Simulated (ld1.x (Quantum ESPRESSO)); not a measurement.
**Cutoff test, Te, TM**

```
Element                 : tellurium (Te)
Generator               : ld1.x (Quantum ESPRESSO) 7.5
Type                    : norm-conserving Troullier–Martins (Kleinman–Bylander form)
Functional              : PBEsol
Relativity              : scalar-relativistic
Frozen core             : [Kr]
Valence charge          : 16
Reference configuration : 4d10 5s2 5p4
Partial waves           : 5s (bound): rc 1.80 bohr; 5p (bound): rc 1.90 bohr; 4f channel at 0.25 Ry: rc 1.50 bohr; 4d (bound): rc 0.90 bohr
Local potential         : the d channel
Core correction         : none
```

The pseudo-atom Hamiltonian at the reference potential is diagonalised in spherical Bessel functions j_l(qr) that vanish at 20 bohr, with q² up to the cutoff. All-electron valence levels (Ry): 5s -1.1136, 5p -0.4386, 4d -3.0567.

How do the lowest levels (Ry) of each channel move with the cutoff, and are there ghosts?

| cutoff (Ry) | s #1 | s #2 | p #1 | p #2 | p #3 | f #1 | f #2 | d #1 | Σ f·Δε (mRy) |
| --- | --- | --- | --- | --- | --- | --- | --- | --- | --- |
| 8 | -2.1678 | -1.0188 | -0.4299 | 0.0275 | 0.1212 | 0.1133 | 0.2382 | -0.1211 | 29579.5 |
| 12 | -5.9586 | -1.1021 | -0.4347 | 0.0274 | 0.1211 | 0.1133 | 0.2381 | -0.4265 | 26340.4 |
| 21 | -13.1691 | -1.1062 | -0.4422 | 0.0272 | 0.1164 | 0.1133 | 0.2381 | -1.2395 | 18200.6 |
| 30 | -16.4218 | -1.1117 | -3.0260 | -0.4382 | 0.0275 | 0.1133 | 0.2381 | -1.8607 | 11964.9 |
| 40 | -18.3253 | -1.1134 | -4.7987 | -0.4385 | 0.0275 | 0.1133 | 0.2381 | -2.4512 | 6055.2 |
| 50 | -18.9583 | -1.1134 | -5.7802 | -0.4385 | 0.0274 | 0.1133 | 0.2381 | -2.7619 | 2948.4 |
| 70 | -19.2683 | -1.1136 | -6.4424 | -0.4386 | 0.0274 | 0.1133 | 0.2381 | -2.9869 | 697.5 |
| 90 | -19.3179 | -1.1136 | -6.6129 | -0.4386 | 0.0274 | 0.1133 | 0.2380 | -3.0418 | 148.7 |
| 110 | -19.3232 | -1.1136 | -6.6492 | -0.4386 | 0.0274 | 0.1133 | 0.2380 | -3.0534 | 32.7 |
| 160 | -19.3239 | -1.1136 | -6.6536 | -0.4386 | 0.0274 | 0.1133 | 0.2380 | -3.0566 | 0.9 |
| 200 | -19.3245 | -1.1136 | -6.6537 | -0.4386 | 0.0274 | 0.1133 | 0.2380 | -3.0566 | 0.5 |
| 400 | -19.3248 | -1.1136 | -6.6540 | -0.4386 | 0.0274 | 0.1133 | 0.2380 | -3.0566 | 0.0 |

Result: ghost states, extra bound levels that the all-electron valence spectrum of the same l lacks: s at -262.9 eV, p at -90.5 eV (a true bound ghost makes a file unfit for plane-wave use); 10 mRy is reached at 140 Ry and 1 mRy at 160 Ry.
